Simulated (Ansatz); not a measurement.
System: sum formula AlN3H6 (charge 0, singlet). 
Geometry from a B3LYP-D3(BJ)/def2-TZVP (Ansatz, a first-principles code) optimisation:
```xyz
10

N     -1.0769    -1.4035     0.1364
Al     0.0000     0.0000     0.0000
N     -0.6731     1.6413     0.0344
N      1.7500    -0.2378    -0.1708
H     -0.7751    -2.3478     0.3127
H     -2.0796    -1.3725     0.0488
H     -1.6126     1.8743     0.3115
H     -0.1714     2.4764    -0.2203
H      2.4436     0.4847    -0.0674
H      2.1951    -1.1152    -0.3853
```

Total electronic energies in hartree. Cores are frozen in the correlated levels unless marked. No spin-orbit coupling. No relativistic terms. CBS(X,Y): correlation extrapolated as X^-3; Hartree-Fock from the larger set. [CCSD(T)-MP2]/basis is that difference in the basis named.

| level | program | energy (Eh) |
|---|---|---|
| HF/aug-cc-pV(Q+d)Z | Ansatz | -408.98298 |
| HF/cc-pV(Q+d)Z | Ansatz | -408.98143 |
| r2SCAN-D3(BJ)/def2-TZVPD | Ansatz + dftd3 | -410.38169 |
| PBE0-D3(BJ)/def2-TZVPD | Ansatz + dftd3 | -410.19433 |
| PBE0/def2-TZVPD | Ansatz | -410.18920 |
| B2GP-PLYP-D4/def2-TZVPD | Ansatz + dftd4 | -410.18312 |
| B2PLYP-D4/def2-TZVPD | Ansatz + dftd4 | -410.25689 |
| MP2/STO-3G | Ansatz | -403.97015 |
| MP2/cc-pV(D+d)Z | Ansatz | -409.46773 |
| MP2/cc-pV(T+d)Z | Ansatz | -409.69243 |
| MP2/cc-pVTZ | Ansatz | -409.68775 |
| RI-MP2/cc-pV(T+d)Z | Ansatz | -409.69221 |
| RI-MP2/cc-pV(Q+d)Z | Ansatz | -409.76212 |
| SCS-MP2/STO-3G | Ansatz | -403.98279 |
| SCS-MP2/6-31G* | Ansatz | -409.37987 |
| SCS-MP2/aug-cc-pV(Q+d)Z | Ansatz | -409.77251 |
| SCS-MP2/cc-pV(Q+d)Z | Ansatz | -409.76293 |
| CCSD/STO-3G | Ansatz | -404.01212 |
| CCSD/cc-pwCVTZ | Ansatz | -409.72977 |
| CCSD(T)/6-31G | Ansatz | -409.17946 |
| CCSD(T)/cc-pVTZ | Ansatz | -409.74188 |
| RI-MP2/CBS(aug-cc-pV(T+d)Z,aug-cc-pV(Q+d)Z)+[CCSD(T)-MP2]/aug-cc-pV(D+d)Z | Ansatz | -409.8561 |
| CCSD(T)/CBS(aug-cc-pV(T+d)Z,aug-cc-pV(Q+d)Z) | Ansatz | -409.8472 |

Totals of different functionals don't rank their quality; only differences between species are comparable.
